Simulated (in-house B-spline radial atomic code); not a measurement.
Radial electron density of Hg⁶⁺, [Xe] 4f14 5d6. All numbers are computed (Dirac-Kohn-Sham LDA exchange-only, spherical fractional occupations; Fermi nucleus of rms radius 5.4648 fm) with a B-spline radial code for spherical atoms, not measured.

Columns: r (bohr), 4πr²n(r) (electrons per bohr), bar.

```
0.000467    3.523 #
0.000575    4.876 #
0.000709    6.727 ##
0.000873    9.207 ###
 0.00108     12.6 ####
 0.00132    16.82 #####
 0.00163    22.56 #######
 0.00201    29.85 #########
 0.00247    38.77 ############
 0.00305    49.77 ###############
 0.00375    62.25 ###################
 0.00462    76.04 #######################
 0.00569       90 ###########################
 0.00701    102.6 ###############################
 0.00864      112 #################################
  0.0106    116.3 ###################################
  0.0131    114.9 ##################################
  0.0161    109.5 #################################
  0.0199    103.9 ###############################
  0.0245    104.2 ###############################
  0.0302    114.4 ##################################
  0.0372      132 #######################################
  0.0458    146.8 ############################################
  0.0564    147.2 ############################################
  0.0694    132.5 ########################################
  0.0855    118.5 ###################################
   0.105    122.1 #####################################
    0.13    137.3 #########################################
    0.16    134.3 ########################################
   0.197    104.8 ###############################
   0.242    79.55 ########################
   0.299    82.55 #########################
   0.368    91.71 ###########################
   0.453    77.86 #######################
   0.558     49.8 ###############
   0.687    30.64 #########
   0.846    23.21 #######
    1.04    18.01 #####
    1.28    11.27 ###
    1.58    5.234 ##
    1.95    1.759 #
     2.4   0.4105 
    2.96  0.05781 
    3.64 0.004506 
    4.48 0.0001596
```

On this grid the curve has 4 maxima, near 0.0106, 0.0564, 0.13, 0.368 bohr.

The 5p1/2 radial function P(r) = rR(r), positive near the nucleus, with its small component Q(r) (sign convention: Q ≈ (P' + κP/r)/2c):

| r (bohr) | P | Q |
| --- | --- | --- |
| 0.00025 | 0.002651 | 0.008305 |
| 0.000379 | 0.004026 | 0.01161 |
| 0.000575 | 0.006042 | 0.01615 |
| 0.000873 | 0.009124 | 0.0223 |
| 0.00132 | 0.01394 | 0.03039 |
| 0.00201 | 0.02194 | 0.04105 |
| 0.00305 | 0.03524 | 0.05411 |
| 0.00462 | 0.05753 | 0.06887 |
| 0.00701 | 0.09456 | 0.08321 |
| 0.0106 | 0.1518 | 0.09214 |
| 0.0161 | 0.2307 | 0.08788 |
| 0.0245 | 0.3079 | 0.0614 |
| 0.0372 | 0.3096 | 0.01237 |
| 0.0564 | 0.124 | -0.03815 |
| 0.0855 | -0.2523 | -0.0496 |
| 0.13 | -0.4517 | -0.005876 |
| 0.197 | 0.02589 | 0.03475 |
| 0.299 | 0.6557 | 0.0138 |
| 0.453 | 0.1413 | -0.02067 |
| 0.687 | -0.995 | -0.01534 |
| 1.04 | -1.098 | 0.0003909 |
| 1.58 | -0.4235 | 0.002435 |
| 2.4 | -0.05425 | 0.0004548 |
| 3.64 | -0.001535 | 1.518e-05 |
